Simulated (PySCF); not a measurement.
isopropylamine (C3H9N), singlet, at a GFN2-xTB geometry; REVPBE/STO-3G (PySCF).

PySCF was given this input:
```python
from pyscf import gto, scf, dft

mol = gto.Mole()
mol.atom = '''
    C    -0.550747    1.208348    0.557764
    C    -0.020673    0.106768   -0.356475
    C     1.417966   -0.252719    0.005990
    N    -0.851409   -1.078139   -0.182948
    H     0.077072    2.092907    0.490693
    H    -0.559445    0.854269    1.584957
    H    -1.566069    1.481641    0.278042
    H    -0.035839    0.480381   -1.399895
    H     1.801680   -1.017713   -0.665842
    H     1.450773   -0.637602    1.021550
    H     2.057879    0.622864   -0.064471
    H    -0.530063   -1.829027   -0.784158
    H    -1.815395   -0.875126   -0.423915
'''
mol.basis = 'sto-3g'
mol.charge = 0
mol.spin = 0
mol.verbose = 4
mol.build()

mf = dft.RKS(mol)
mf.xc = 'revpbe'
mf.grids.atom_grid = (99, 590)
mf.grids.prune = None
mf.kernel()
```

The log (banner, timings and long lists left out):

```
PySCF version 2.14.0

[INPUT] verbose = 4
[INPUT] num. atoms = 13
[INPUT] num. electrons = 34
[INPUT] charge = 0
[INPUT] spin (= nelec alpha-beta = 2S) = 0
[INPUT] symmetry False subgroup None
[INPUT] Mole.unit = angstrom
[INPUT] Symbol           X                Y                Z      unit          X                Y                Z       unit  Magmom
[INPUT]  1 C     -0.550747000000   1.208348000000   0.557764000000 AA   -1.040760993926   2.283446783166   1.054021202142 Bohr   0.0
[INPUT]  2 C     -0.020673000000   0.106768000000  -0.356475000000 AA   -0.039066308173   0.201762278868  -0.673640120254 Bohr   0.0
[INPUT]  3 C      1.417966000000  -0.252719000000   0.005990000000 AA    2.679567393945  -0.477569696474   0.011319459486 Bohr   0.0
[INPUT]  4 N     -0.851409000000  -1.078139000000  -0.182948000000 AA   -1.608929829990  -2.037387434212  -0.345721615037 Bohr   0.0
[INPUT]  5 H      0.077072000000   2.092907000000   0.490693000000 AA    0.145644971872   3.955021034185   0.927275381241 Bohr   0.0
[INPUT]  6 H     -0.559445000000   0.854269000000   1.584957000000 AA   -1.057197831757   1.614334446706   2.995134649212 Bohr   0.0
[INPUT]  7 H     -1.566069000000   1.481641000000   0.278042000000 AA   -2.959441502171   2.799895704927   0.525423231126 Bohr   0.0
[INPUT]  8 H     -0.035839000000   0.480381000000  -1.399895000000 AA   -0.067725894578   0.907788525445  -2.645418153148 Bohr   0.0
[INPUT]  9 H      1.801680000000  -1.017713000000  -0.665842000000 AA    3.404681764106  -1.923198843409  -1.258259022233 Bohr   0.0
[INPUT] 10 H      1.450773000000  -0.637602000000   1.021550000000 AA    2.741563638914  -1.204893156475   1.930449722549 Bohr   0.0
[INPUT] 11 H      2.057879000000   0.622864000000  -0.064471000000 AA    3.888827707494   1.177042372851  -0.121832532977 Bohr   0.0
[INPUT] 12 H     -0.530063000000  -1.829027000000  -0.784158000000 AA   -1.001673898765  -3.456360104435  -1.481843858387 Bohr   0.0
[INPUT] 13 H     -1.815395000000  -0.875126000000  -0.423915000000 AA   -3.430599357905  -1.653748464486  -0.801083250095 Bohr   0.0

nuclear repulsion = 136.094822456179
number of shells = 21
number of NR pGTOs = 87
number of NR cGTOs = 29
basis = sto-3g
ecp = {}

******** <class 'pyscf.dft.rks.RKS'> ********
method = RKS
initial guess = minao
damping factor = 0
level_shift factor = 0
DIIS = <class 'pyscf.scf.diis.CDIIS'>
diis_start_cycle = 1
diis_space = 8
diis_damp = 0
SCF conv_tol = 1e-09
SCF conv_tol_grad = None
SCF max_cycles = 50
direct_scf = True
direct_scf_tol = 1e-13
XC library pyscf.dft.libxc version 7.1.2
    S. Lehtola, C. Steigemann, M. J. T. Oliveira, and M. A. L. Marques,  SoftwareX 7, 1–5 (2018)
XC functionals = revpbe
    Y. Zhang and W. Yang,  Phys. Rev. Lett. 80, 890 (1998)
    J. P. Perdew, K. Burke, and M. Ernzerhof,  Phys. Rev. Lett. 77, 3865 (1996)
    J. P. Perdew, K. Burke, and M. Ernzerhof,  Phys. Rev. Lett. 78, 1396 (1997)
radial grids:
    Treutler-Ahlrichs [JCP 102, 346 (1995); DOI:10.1063/1.469408] (M4) radial grids

becke partition: Becke, JCP 88, 2547 (1988); DOI:10.1063/1.454033
pruning grids: None
grids dens level: 3
symmetrized grids: False
atomic radii adjust function: <function treutler_atomic_radii_adjust>
User specified grid scheme (99, 590)
small_rho_cutoff = 0
Set gradient conv threshold to 3.16228e-05
Initial guess from minao.
tot grids = 759336
init E= -172.409047810243
  HOMO = -0.249706719046871  LUMO = 0.220786042536547  gap/eV = 12.80276
cycle= 1 E= -172.23915919119  delta_E= 0.17  |g|= 0.375  |ddm|= 4.16
  HOMO = 0.0355072896604692  LUMO = 0.341845576526506  gap/eV = 8.33589
cycle= 2 E= -172.231226028432  delta_E= 0.00793  |g|= 0.417  |ddm|= 1.03
  HOMO = -0.0636357971125175  LUMO = 0.309845957852617  gap/eV = 10.16296
cycle= 3 E= -172.283274371928  delta_E= -0.052  |g|= 0.0222  |ddm|= 0.553
  HOMO = -0.0651993055094526  LUMO = 0.307377433827132  gap/eV = 10.13833
cycle= 4 E= -172.283409069384  delta_E= -0.000135  |g|= 0.00925  |ddm|= 0.0432
  HOMO = -0.0647919692242176  LUMO = 0.308624383895719  gap/eV = 10.16118
cycle= 5 E= -172.283435290101  delta_E= -2.62e-05  |g|= 0.000502  |ddm|= 0.0128
  HOMO = -0.0648546655233764  LUMO = 0.308543297539692  gap/eV = 10.16068
cycle= 6 E= -172.283435392955  delta_E= -1.03e-07  |g|= 0.000147  |ddm|= 0.00117
  HOMO = -0.0648276938757091  LUMO = 0.308538010161898  gap/eV = 10.15980
cycle= 7 E= -172.283435400233  delta_E= -7.28e-09  |g|= 4.03e-05  |ddm|= 0.000263
  HOMO = -0.0648315063422967  LUMO = 0.3085354601262  gap/eV = 10.15983
cycle= 8 E= -172.283435400737  delta_E= -5.05e-10  |g|= 1.73e-06  |ddm|= 5.78e-05
  HOMO = -0.0648315619697705  LUMO = 0.308535527752328  gap/eV = 10.15984
Extra cycle  E= -172.283435400738  delta_E= -5.12e-13  |g|= 1.21e-06  |ddm|= 4.98e-06
converged SCF energy = -172.283435400738
```
